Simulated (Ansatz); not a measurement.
Job for Ansatz (a program for electronic structure): R-BHLYP/def2-TZVPPD on HI (SMILES I) with ghost functions. Elements past Kr take the def2 small-core potentials; no spin–orbit coupling. Files ending in .json are basis or fitting sets from the Basis Set Exchange.

Ansatz 0.2 input:
```yaml
crystal:
  periodic: [false, false, false]
  atoms:
    - {symbol: I, position_ang: [-0.13774925, 0.20986365, 3.41960823]}
    - {symbol: H, position_ang: [0.27299526, 0.73097605, 1.94363786]}
basis:
  gaussian:
    orbitals: def2-TZVPPD.json
    ghost_atoms:
      - {symbol: F, position_ang: [0.55177904, 0.61911929, -0.26114465]}
      - {symbol: H, position_ang: [0.28287210, -0.21341687, -0.56464964]}
hamiltonian:
  xc: {name: BHLYP}
scf: {lower_state_search: off}
```

The log:

```
WARN ansatz: RAYON_NUM_THREADS=2 ignored (pool sized by the plan → 2); use --threads N
Functional definition: BHLYP
these checks for a lower state are left out or cut short: stability, starts, cluster_reference, orbital_swaps, neighbouring_geometries, increment
integrals: 0.04 GiB planned
797 factors; their error is unknown
mean field: 0.38 GiB planned
mean field evaluation 1: about -8115.4138 eV, gradient 4.8e0 eV
mean field evaluation 2: about -8115.4935 eV, gradient 3.2e0 eV
mean field evaluation 4: about -8115.5184 eV, gradient 2.6e-1 eV
mean field evaluation 8: about -8116.0118 eV, gradient 5.1e-2 eV
mean field evaluation 16: about -8116.0118 eV, gradient 5.2e-6 eV
mean field -8116.01181863 eV, -298.2579331041 hartree, gradient 5.2e-6 eV, S^2 0.000000; 0 other end points of the search recorded, 0 dependent functions left out
reference -8116.01194086 eV, -298.2579375961 hartree; 13, 13 occupied and 120, 120 virtual orbitals, 797 factors
Total energy: -8116.01194086 eV, -298.2579375961 hartree
Checks for a lower state left out: stability, starts, cluster_reference, orbital_swaps, neighbouring_geometries, increment
```

The calculation finished and met its thresholds.

Cost: about 1.4 core-seconds (a rough figure).
